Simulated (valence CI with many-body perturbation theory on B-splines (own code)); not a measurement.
Pt45+: electric-dipole lines

Computed by valence CI with perturbative core correlation (CI+MBPT): five valence electrons over a frozen Dirac-Fock core [Ar] 3d10, a basis of 11 s, 11 p, 10 d, 8 f, 5 g, 2 h functions for each j, with the one-electron correlation potential Σ1 (screened to all orders), the two-electron term Σ2, the three-electron term Σ3, Breit, model QED; selected single and double excitations, second order for the rest, scaled by the run's own slope (own B-spline code, finite nucleus).

No measured spectrum was set against this ion. As an estimate, large intervals hold to a few tenths of a per cent, small ones and those within an open d or f shell to about a per cent. Among the levels kept, up to 2200 cm⁻¹ of a level comes from second order outside the variational space, and about a tenth of that is noise between levels of different J, which matters for small intervals.

Lines 1 to 50 of 562 in falling wavelength, among levels below 642.86 eV, chosen from the strongest by gf and those to the six lowest levels. Wavelengths and rates use the calculated energies. Electric multipoles are in the length gauge with retardation, E1 and E2 with the static RPA response of the core. Weak lines are less certain than strong ones. Lines between different terms over intervals too small for the method are left out, as are lines whose strength nearly cancels. Where a level lies close to another of its J and parity, the split of strength between their lines is uncertain. The highest levels of a list are the least certain.

Levels are named by their leading jj configuration (3d3/2^4 stands for four electrons in 3d with j = 3/2), which in mixed levels can hold well under half, so a name can repeat and another be missing. Letters in brackets count levels of one name in rising energy.

```tsv
λ vac (nm)	Upper	Lower	A (s⁻¹)	S (a.u.) with core polarisation	S without
16.45	(4s^2 4p1/2^2 4d5/2) J=5/2	(4s^2 4p1/2 4p3/2^2) J=5/2	2.47e+08	3.25e-03	3.45e-03
15.26	(4s^2 4p1/2^2 4d5/2) J=5/2	(4s^2 4p1/2 4p3/2^2) J=3/2	2.97e+08	3.12e-03	3.32e-03
14.38	(4s 4p1/2^2 4d3/2^2) J=5/2	(4s^2 4p1/2 4d3/2^2) J=3/2	6.99e+09	6.16e-02	6.53e-02
13.35	(4s 4p1/2^2 4d3/2 4d5/2) J=9/2	(4s^2 4p1/2 4d3/2 4d5/2) J=7/2 [b]	9.22e+09	1.08e-01	1.15e-01
12.51	(4s 4p1/2^2 4p3/2 4d5/2) J=9/2	(4s^2 4p1/2 4p3/2 4d5/2) J=9/2	8.81e+09	8.52e-02	9.04e-02
12.22	(4s 4p1/2^2 4p3/2 4d5/2) J=7/2 [a]	(4s^2 4p1/2 4p3/2 4d5/2) J=5/2 [b]	7.52e+09	5.42e-02	5.76e-02
12.18	(4s 4p1/2 4p3/2^2 4d3/2) J=9/2	(4s^2 4p3/2^2 4d3/2) J=7/2	6.59e+09	5.88e-02	6.24e-02
12.17	(4s 4p1/2^2 4p3/2 4f7/2) J=11/2	(4s^2 4p1/2 4p3/2 4f7/2) J=11/2	9.56e+09	1.02e-01	1.08e-01
12.01	(4s 4p1/2^2 4d3/2^2) J=3/2	(4s^2 4p1/2 4d3/2^2) J=5/2	1.86e+10	6.37e-02	6.76e-02
11.92	(4s 4p1/2^2 4p3/2^2) J=5/2	(4s^2 4p1/2 4p3/2^2) J=5/2	1.00e+10	5.01e-02	5.32e-02
11.76	(4s 4p1/2 4p3/2^2 4d5/2) J=11/2	(4s^2 4p3/2^2 4d5/2) J=9/2	1.62e+10	1.56e-01	1.65e-01
11.73	(4s 4p1/2^2 4p3/2 4d5/2) J=9/2	(4s^2 4p1/2 4p3/2 4d5/2) J=7/2 [a]	1.78e+10	1.42e-01	1.51e-01
11.72	(4s 4p1/2^2 4p3/2 4f7/2) J=11/2	(4s^2 4p1/2 4p3/2 4f7/2) J=9/2 [b]	7.17e+09	6.84e-02	7.25e-02
11.59	(4s 4p1/2^2 4p3/2 4d3/2) J=5/2 [a]	(4s^2 4p1/2 4p3/2 4d3/2) J=5/2 [a]	1.23e+10	5.68e-02	6.03e-02
11.55	(4s 4p1/2^2 4p3/2 4f7/2) J=11/2	(4s^2 4p1/2 4p3/2 4f7/2) J=9/2 [a]	1.07e+10	9.73e-02	1.03e-01
11.55	(4s 4p1/2^2 4d3/2 4d5/2) J=7/2 [a]	(4s^2 4p1/2 4d3/2 4d5/2) J=7/2 [a]	1.30e+10	7.92e-02	8.40e-02
11.54	(4s 4p1/2 4p3/2^2 4d5/2) J=7/2 [e]	(4s^2 4p3/2^2 4d5/2) J=5/2 [b]	1.62e+10	9.85e-02	1.05e-01
11.47	(4s 4p1/2^2 4p3/2 4d5/2) J=5/2 [a]	(4s^2 4p1/2 4p3/2 4d5/2) J=5/2 [a]	1.34e+10	5.97e-02	6.33e-02
11.44	(4s 4p1/2^2 4d3/2 4d5/2) J=5/2 [a]	(4s^2 4p1/2 4d3/2 4d5/2) J=5/2 [a]	1.14e+10	5.04e-02	5.35e-02
11.43	(4s 4p1/2^2 4d3/2^2) J=5/2	(4s^2 4p1/2 4d3/2^2) J=5/2	1.66e+10	7.32e-02	7.76e-02
11.42	(4s 4p1/2^2 4d5/2^2) J=9/2	(4s^2 4p1/2 4d5/2^2) J=7/2 [a]	1.16e+10	8.50e-02	9.01e-02
11.37	(4s 4p1/2^2 4p3/2 4d5/2) J=7/2 [b]	(4s^2 4p1/2 4p3/2 4d5/2) J=5/2 [b]	8.35e+09	4.85e-02	5.14e-02
11.36	(4s 4p1/2^2 4d3/2 4d5/2) J=9/2	(4s^2 4p1/2 4d3/2 4d5/2) J=9/2	1.43e+10	1.03e-01	1.10e-01
11.32	(4s 4p1/2^2 4p3/2 4f7/2) J=9/2 [a]	(4s^2 4p1/2 4p3/2 4f7/2) J=7/2 [a]	1.34e+10	9.59e-02	1.02e-01
11.29	(4p1/2^2 4p3/2^3) J=3/2	(4s 4p1/2 4p3/2^3) J=3/2 [b]	1.66e+10	4.71e-02	5.00e-02
11.28	(4s 4p1/2^2 4p3/2 4f7/2) J=9/2 [a]	(4s^2 4p1/2 4p3/2 4f5/2) J=9/2	7.84e+09	5.55e-02	5.89e-02
11.28	(4s 4p1/2^2 4p3/2^2) J=5/2	(4s^2 4p1/2 4p3/2^2) J=3/2	1.53e+10	6.49e-02	6.88e-02
11.27	(4s 4p1/2 4p3/2^2 4d5/2) J=9/2 [b]	(4s^2 4p3/2^2 4d5/2) J=7/2	1.58e+10	1.11e-01	1.18e-01
11.26	(4s 4p1/2 4p3/2^2 4d5/2) J=7/2 [c]	(4s^2 4p3/2^2 4d5/2) J=5/2 [a]	8.61e+09	4.85e-02	5.14e-02
11.17	(4s 4p1/2^2 4p3/2 4d5/2) J=5/2 [a]	(4s^2 4p1/2 4p3/2 4d5/2) J=3/2 [a]	1.72e+10	7.11e-02	7.54e-02
11.11	(4s 4p1/2^2 4p3/2^2) J=1/2	(4s^2 4p1/2 4p3/2^2) J=1/2	3.33e+10	4.52e-02	4.79e-02
11.11	(4s 4p1/2 4p3/2^3) J=5/2	(4s^2 4p3/2^3) J=3/2	1.77e+10	7.17e-02	7.61e-02
11.08	(4s 4p1/2^2 4p3/2 4f5/2) J=7/2 [a]	(4s^2 4p1/2 4p3/2 4f5/2) J=5/2 [a]	9.14e+09	4.90e-02	5.20e-02
11.06	(4s 4p1/2^2 4p3/2 4f5/2) J=7/2 [a]	(4s^2 4p1/2 4p3/2 4f5/2) J=7/2	9.80e+09	5.24e-02	5.56e-02
11.05	(4s 4p1/2^2 4d5/2^2) J=5/2	(4s^2 4p1/2 4d5/2^2) J=3/2	1.36e+10	5.45e-02	5.77e-02
10.98	(4s 4p1/2^2 4p3/2 4d5/2) J=3/2 [b]	(4s^2 4p1/2 4p3/2 4d5/2) J=3/2 [b]	1.95e+10	5.08e-02	5.39e-02
10.94	(4s 4p1/2^2 4d3/2 4d5/2) J=7/2 [b]	(4s^2 4p1/2 4d3/2 4d5/2) J=9/2	2.56e+10	1.33e-01	1.40e-01
10.93	(4s 4p1/2^2 4p3/2 4f7/2) J=7/2 [a]	(4s^2 4p1/2 4p3/2 4f5/2) J=9/2	1.20e+10	6.21e-02	6.58e-02
10.92	(4s 4p1/2^2 4p3/2 4d5/2) J=3/2 [a]	(4s^2 4p1/2 4p3/2 4d5/2) J=5/2 [a]	2.55e+10	6.55e-02	6.95e-02
10.81	(4s 4p1/2 4p3/2^2 4d5/2) J=5/2 [d]	(4s^2 4p3/2^2 4d5/2) J=5/2 [a]	1.60e+10	5.99e-02	6.35e-02
10.71	(4s 4p1/2^2 4p3/2 4d5/2) J=7/2 [a]	(4s^2 4p1/2 4p3/2 4d5/2) J=9/2	1.23e+10	5.97e-02	6.33e-02
10.68	(4s 4p1/2 4p3/2^2 4d5/2) J=3/2 [d]	(4s^2 4p3/2^2 4d5/2) J=3/2	1.95e+10	4.68e-02	4.96e-02
10.56	(4p1/2 4p3/2^4) J=1/2	(4s 4p3/2^4) J=1/2	3.88e+10	4.51e-02	4.79e-02
10.56	(4s 4p1/2 4p3/2^2 4d5/2) J=5/2 [f]	(4s^2 4p3/2^2 4d5/2) J=5/2 [b]	1.84e+10	6.43e-02	6.82e-02
10.53	(4s 4p1/2 4p3/2^2 4d5/2) J=3/2 [c]	(4s^2 4p3/2^2 4d5/2) J=5/2 [a]	1.98e+10	4.57e-02	4.85e-02
10.52	(4s 4p1/2^2 4p3/2 4f7/2) J=9/2 [b]	(4s^2 4p1/2 4p3/2 4f7/2) J=11/2	2.73e+10	1.57e-01	1.66e-01
10.51	(4s 4p1/2^2 4p3/2 4d5/2) J=5/2 [b]	(4s^2 4p1/2 4p3/2 4d5/2) J=7/2 [b]	3.34e+10	1.15e-01	1.22e-01
10.50	(4s 4p1/2 4p3/2^2 4d3/2) J=7/2 [c]	(4s^2 4p3/2^2 4d3/2) J=7/2	1.37e+10	6.25e-02	6.64e-02
10.50	(4s 4p1/2^2 4p3/2 4f7/2) J=7/2 [b]	(4s^2 4p1/2 4p3/2 4f7/2) J=9/2 [b]	1.14e+10	5.22e-02	5.54e-02
10.39	(4s 4p1/2 4p3/2^2 4d5/2) J=7/2 [b]	(4s^2 4p3/2^2 4d5/2) J=7/2	1.46e+10	6.46e-02	6.85e-02
```
